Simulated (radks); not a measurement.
Results of a calculation; reference values are marked as such.
Mean orbital radii <r> (bohr) of neutral boron, [He] 2s2 2p1, at several levels of relativity; Dirac values are averaged over j with weights 2j + 1. Spin-unpolarised spherical Kohn-Sham, PBE, point nucleus unless stated (finite: rms radius 2.406 fm), a radial shooting solver on a logarithmic mesh with Libxc functionals. A level marked "c x" has the speed of light scaled by that factor and shares open shells by 2j + 1; other Dirac levels either fill j = l - 1/2 first or share by 2j + 1.

\begin{tabular}{lrrrrr}
shell & non-rel. & scalar-rel. & Dirac, 2j+1 shares, finite nucleus & Dirac, c x 1.5 & change of magnitude, last against first (%) \\ \hline
1s & 0.3295 & 0.3294 & 0.3294 & 0.3294 & -0.02 \\
2s & 1.952 & 1.952 & 1.952 & 1.952 & -0.02 \\
2p & 2.301 & 2.301 & 2.302 & 2.301 & +0.01 \\
\end{tabular}
